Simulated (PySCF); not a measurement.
# Computed structure and properties of [WOF5]−

System: [WOF5]− (singlet); start: displaced along the imaginary mode (C1). Method: PySCF 2.14.0, RKS BP86, W def2-SVP with ECP60, O def2-SVP, F def2-SVP; non-relativistic Hamiltonian with scalar-relativistic core potentials where named; density fitting; no spin-orbit coupling.

Input of the relaxation:

```python
mol = gto.M(atom='''
W      0.03803    -0.00585     0.03852
O      1.43705    -0.18397     1.05833
F     -0.64484     1.34992     1.24974
F     -1.08416    -1.13165     1.15297
F      1.35903     0.19954    -1.38759
F     -0.80568     1.29237    -1.16309
F     -0.40246    -1.49869    -1.11600''',
    basis={'W': 'def2-SVP', 'O': 'def2-SVP', 'F': 'def2-SVP'},
    ecp={'W': 'def2-SVP'},
    charge=-1, spin=0)
mf = dft.RKS(mol, xc='B88,P86')
mf.grids.atom_grid = (50, 194)
mf = mf.density_fit()  # fitting sets: W def2-universal-JKFIT, O def2-universal-JKFIT, F def2-universal-JKFIT
mf.conv_tol = 1e-08; mf.max_cycle = 55
mf.kernel(dm0)  # dm0: converged density of the start geometry
# quasi-Newton relaxation in Cartesian coordinates to a largest gradient under 0.00045 Eh/bohr, steps kept in the point group
```

Run from Python with OMP_NUM_THREADS=2; the lines above give its settings. Where DIIS fails, smearing, a level shift and second-order steps follow.
It took 2.4 min on 2 threads of Arm Neoverse N1 (shared host), from the converged density of the start.

Course of the relaxation:

```json
{"step": "0", "energy above end (eV)": "0.4927", "largest force component within the symmetry (eV/Å)": "0.424"}
{"step": "1", "energy above end (eV)": "0.4603", "largest force component within the symmetry (eV/Å)": "0.170"}
{"step": "2", "energy above end (eV)": "0.4357", "largest force component within the symmetry (eV/Å)": "0.201"}
{"step": "3", "energy above end (eV)": "0.2550", "largest force component within the symmetry (eV/Å)": "0.810"}
{"step": "4", "energy above end (eV)": "0.1662", "largest force component within the symmetry (eV/Å)": "0.971"}
{"step": "5", "energy above end (eV)": "0.1228", "largest force component within the symmetry (eV/Å)": "0.664"}
{"step": "6", "energy above end (eV)": "0.1026", "largest force component within the symmetry (eV/Å)": "0.606"}
{"step": "7", "energy above end (eV)": "0.0689", "largest force component within the symmetry (eV/Å)": "0.576"}
{"step": "11", "energy above end (eV)": "0.0033", "largest force component within the symmetry (eV/Å)": "0.168"}
{"step": "12", "energy above end (eV)": "0.0015", "largest force component within the symmetry (eV/Å)": "0.139"}
{"step": "13", "energy above end (eV)": "0.0004", "largest force component within the symmetry (eV/Å)": "0.051"}
{"step": "14", "energy above end (eV)": "0.0002", "largest force component within the symmetry (eV/Å)": "0.032"}
{"step": "15", "energy above end (eV)": "0.0000", "largest force component within the symmetry (eV/Å)": "0.020"}
{"step": "16", "energy above end (eV)": "0.0000", "largest force component within the symmetry (eV/Å)": "0.014"}
```
(The steps between are left out.)

Relaxed geometry (nearly C4v):

```xyz
7

W     0.0705   -0.0439    0.0486
O     1.2895   -0.7441    1.0783
F    -0.0540    1.5899    1.0275
F    -1.3905   -0.7454    1.0561
F     1.3219    0.7807   -1.1330
F    -1.3194    0.7335   -1.1223
F    -0.0210   -1.5491   -1.1223
```

```
  contact      Å
W1–O2 (O)  1.743
W1–F3 (F)  1.909
W1–F4 (F)  1.908
W1–F5 (F)  1.908
W1–F6 (F)  1.977
W1–F7 (F)  1.909
```

On the finer grid (75, 302):

* HOMO: -3.22 eV
* LUMO: 0.85 eV
* Dipole about the centre of mass: 0.54 D
* Set of Mulliken populations of W1 outside the core potential: s 2.36, p 6.54, d 3.62, f 0.29
* D3(BJ) dispersion energy (not in the energies): -0.244 eV

| atom | Mulliken (e) | Löwdin (e) | spin (e) |
| --- | --- | --- | --- |
| W1 | 1.18 | 0.07 | 0.00 |
| O2 | -0.39 | -0.17 | 0.00 |
| F3 | -0.35 | -0.16 | 0.00 |
| F4 | -0.35 | -0.16 | 0.00 |
| F5 | -0.35 | -0.16 | 0.00 |
| F6 | -0.41 | -0.24 | 0.00 |
| F7 | -0.35 | -0.16 | 0.00 |

A rough frequency check found all modes real, so this is a minimum.

Rigid scan of O along the line from its metal:

(distance to O2 (Å), energy (eV)): (1.44, 3.847), (1.54, 1.410), (1.64, 0.293), (1.74, 0.000), (1.84, 0.205), (1.94, 0.699), (2.04, 1.345), (2.19, 2.422)

Taking off one F (charge -1, singlet; the rest: singlet) in vacuum, both parts rigid, costs 8.04 eV; the small basis without counterpoise inflates it.

Rigid scan of F along the line from its metal:

```tsv
distance to F3 (Å)	energy (eV)
1.61	1.970
1.71	0.721
1.81	0.149
1.91	0.000
2.01	0.107
2.11	0.362
2.31	1.073
2.61	2.195
3.01	3.397
3.51	4.346
```

One start shape was tried, so this needn't be the lowest isomer.
